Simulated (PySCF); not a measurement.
propyl chloride (C3H7Cl), singlet, at a GFN2-xTB geometry. Base run: PBE/6-31G** (PySCF).

The PySCF input:
```python
from pyscf import gto, scf, dft

mol = gto.Mole()
mol.atom = '''
    C     0.89556841   -0.62693231    0.00894819
    C     2.36249557   -0.21115776    0.02829502
    C    -0.00837571    0.59425323    0.00182904
    H     0.67244806   -1.23599530    0.88678452
    H     0.69409767   -1.23025825   -0.87803793
    H     3.00106085   -1.09029661    0.03327060
    Cl   -1.72614612    0.10884623   -0.02082132
    H     2.60373276    0.38459165   -0.84900501
    H     2.58209192    0.37885692    0.91510288
    H     0.13553048    1.19997169    0.89678449
    H     0.15739271    1.20576508   -0.88537060
'''
mol.basis = '6-31g**'
mol.verbose = 3
mol.build()

mf = dft.RKS(mol)
mf.xc = 'pbe'
mf.kernel()
```

The base run was repeated with changes; each row names its change, and settings that it needs were set with it.

```tsv
change	ΔE vs base (mEh)	fitting functions	dipole (D)
base	0.000	-	2.21
auxbasis = cc-pvdz-jkfit	-0.202	483	2.21
auxbasis = cc-pvtz-jkfit	-0.070	568	2.21
auxbasis = default (with mf = mf.density_fit())	-0.202	483	2.21
auxbasis = even-tempered beta=1.6	-0.005	1088	2.21
auxbasis = cc-pvtz-ri	(withheld)	(withheld)	2.21
auxbasis = even-tempered beta=3.0	(withheld)	(withheld)	2.21
auxbasis = def2-svp-ri	(withheld)	(withheld)	(withheld)
auxbasis = autoaux	-0.100	664	2.21
auxbasis = cc-pvqz-jkfit	-0.024	823	2.21
```

Some entries are withheld; supply them.


- auxbasis = cc-pvtz-ri, ΔE vs base (mEh): -14.458
- auxbasis = cc-pvtz-ri, fitting functions: 575
- auxbasis = even-tempered beta=3.0, ΔE vs base (mEh): -2.259
- auxbasis = even-tempered beta=3.0, fitting functions: 500
- auxbasis = def2-svp-ri, ΔE vs base (mEh): -855.1
- auxbasis = def2-svp-ri, fitting functions: 304
- auxbasis = def2-svp-ri, dipole (D): 2.19

A fitting set is made for a task (jfit for Coulomb, jkfit for Coulomb and exchange, ri for correlation) and for a family of orbital bases.
